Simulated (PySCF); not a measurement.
Relaxation of singlet AsH₃

All numbers come from BP86 in PySCF with As def2-TZVP, H def2-TZVP; no relativity; density-fitted integrals. A (50,194) grid was used.

A hand-made trigonal pyramidal start, of C3v symmetry, held to at least that symmetry:

Coordinates in bohr (charge 0 multiplicity 1):
```
As    0.0000    0.0000   -0.0527
H     2.5528    0.0000    1.3047
H    -1.2765    2.2108    1.3047
H    -1.2764   -2.2109    1.3047
```

Optimiser trace:
| step | E − E(last) (kJ/mol) | largest gradient (Eh/bohr) |
| --- | --- | --- |
| 0 | 12.02 | 0.02383 |
| 1 | 0.20 | 0.00555 |
| 2 | 0.01 | 0.00047 |
| 3 | 0.00 | 0.00013 |

It ends at C3v with As–H 1.536 Å (×3); H–As–H 91.2° (×3) (after a last refinement on a finer grid). A frequency run shows a minimum. Other isomers or separated fragments may lie lower.

Final geometry:
Z-matrix (Å, degrees; charge 0 multiplicity 1):
```
As
H  1 1.5357
H  1 1.5357 2 91.22
H  1 1.5357 2 91.22 3 -91.24
```

The relaxation took of the order of 29 core-seconds on a shared host.
